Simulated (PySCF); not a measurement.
SMILES C[CH2][Zn][CH2]C, singlet, GFN2-xTB optimised geometry.

```
15

C      1.98     0.26     0.19
C      1.54    -1.19     0.00
Zn    -0.53    -1.19     0.00
C     -2.37    -0.24     0.00
C     -2.11     1.23    -0.33
H      3.07     0.33     0.20
H      1.61     0.89    -0.61
H      1.62     0.66     1.14
H      1.96    -1.57    -0.93
H      1.97    -1.80     0.80
H     -2.86    -0.30     0.97
H     -3.07    -0.64    -0.73
H     -1.66     1.35    -1.32
H     -3.04     1.80    -0.32
H     -1.44     1.69     0.40
```

Density from CAM-B3LYP/def2-TZVP (PySCF) at that geometry.

Minimum of the electron density along straight lines between bonded atoms, close to the bond critical point (lines longer than 1.1 times the sum of covalent radii, or with two minima, are not listed):

| bond | length / Å | ρ at the minimum / e bohr⁻³ | ∇²ρ there / e bohr⁻⁵ | position (fraction from the first atom) |
|---|---|---|---|---|
| C1–C2 | 1.529 | 0.242 | -0.58 | 0.51 |
| C2–Zn3 | 2.070 | 0.091 | 0.17 | 0.52 |
| Zn3–C4 | 2.071 | 0.091 | 0.17 | 0.48 |
| C4–C5 | 1.529 | 0.242 | -0.58 | 0.50 |
| C1–H6 | 1.093 | 0.277 | -0.95 | 0.64 |
| C1–H7 | 1.090 | 0.279 | -0.96 | 0.64 |
| C1–H8 | 1.090 | 0.279 | -0.96 | 0.64 |
| C2–H9 | 1.091 | 0.276 | -0.93 | 0.64 |
| C2–H10 | 1.090 | 0.276 | -0.93 | 0.64 |
| C4–H11 | 1.091 | 0.276 | -0.93 | 0.64 |
| C4–H12 | 1.090 | 0.276 | -0.93 | 0.64 |
| C5–H13 | 1.090 | 0.279 | -0.96 | 0.64 |
| C5–H14 | 1.093 | 0.277 | -0.95 | 0.64 |
| C5–H15 | 1.090 | 0.279 | -0.96 | 0.64 |
